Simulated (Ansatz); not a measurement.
Isomers of C$_{2}$H$_{5}$GaO, relaxed with PBE0-D4/def2-TZVP in Ansatz; electronic energies, one conformer each and not always the lowest. Functionals use def2-TZVPP; CBS adds triple-zeta CCSD(T) − MP2 to the MP2 limit of def2-TZVPP and def2-QZVPP.

Outer-core shells of Ga are correlated without core-valence functions. Scalar relativity is left out up to krypton. Spin–orbit coupling is left out.

(1) Order them by energy at frozen-core CCSD(T)/CBS, lowest first. (Best estimate.)
A. `C=[C](O)[GaH2]`
B. `C=C[O][GaH2]`
C. `[CH3][GaH][CH]=O`
D. `[CH2]1O[CH2][GaH]1`
E. `[GaH2][CH]1CO1`

(2) How do B3LYP-D4, PBE0-D4, B2PLYP, ωB97M-V place them (kJ/mol, against `C=C[O][GaH2]`)? (An estimate is asked.)

## Answers

(1) B (0.0 kJ/mol), C (52.4 kJ/mol), A (75.0 kJ/mol), D (144.6 kJ/mol), E (157.8 kJ/mol).

(2) Computed: 
| isomer | B3LYP-D4 | PBE0-D4 | B2PLYP | ωB97M-V |
| --- | --- | --- | --- | --- |
| `[CH2]1O[CH2][GaH]1` | 154.3 | 133.2 | 154.2 | 143.1 |
| `[GaH2][CH]1CO1` | 167.8 | 144.4 | 165.2 | 153.9 |
| `C=[C](O)[GaH2]` | 80.5 | 73.1 | 82.5 | 76.2 |
| `[CH3][GaH][CH]=O` | 56.0 | 51.8 | 54.3 | 53.1 |

B3LYP here is the variant with VWN-RPA as its local correlation; programs differ in this.
